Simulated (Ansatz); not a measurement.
```yaml
crystal:
  periodic: [false, false, false]
  atoms:
    - {symbol: O, position_ang: [-1.571604, 0.801762, -0.076289]}
    - {symbol: C, position_ang: [-0.455117, 0.154555, -0.127678]}
    - {symbol: C, position_ang: [0.420354, 0.012475, 0.968505]}
    - {symbol: Ga, position_ang: [1.239475, -0.626508, -0.406293]}
    - {symbol: H, position_ang: [-1.913696, 0.774614, -0.977397]}
    - {symbol: H, position_ang: [0.402829, 0.331899, 2.239875]}
    - {symbol: H, position_ang: [2.241822, -1.424441, -1.450988]}
basis:
  gaussian: {orbitals: def2-mTZVPP}
hamiltonian: {xc: {name: rPW86-PBE}, dispersion: d3bj}
multiplicity: 3
output: {forces: true}
```

```sh
$ ansatz run in.yaml --threads 2 --pin off --events-out ev --progress --plain --max-ram 4352MiB
```

Question: How does Ansatz answer? (Best estimate.)

Answer: Computed: The program refused the input.
```
Error: YAML parse error: error: line 14 column 1: unknown field `multiplicity`, expected one of crystal, accuracy, basis, kpoints, hamiltonian, magnetization, projection, total_charge, correlation, batch, efield, external_charges, scf, relax, neb, saddle, md, ramp, phonons, dielectric, real_time, elastic, magnetic_configurations, gw, evaluate, workflow, output, checkpoint, execution
12 |   gaussian: {orbitals: def2-mTZVPP}
13 | hamiltonian: {xc: {name: rPW86-PBE}, dispersion: d3bj}
14 | multiplicity: 3
15 | output: {forces: true}
```
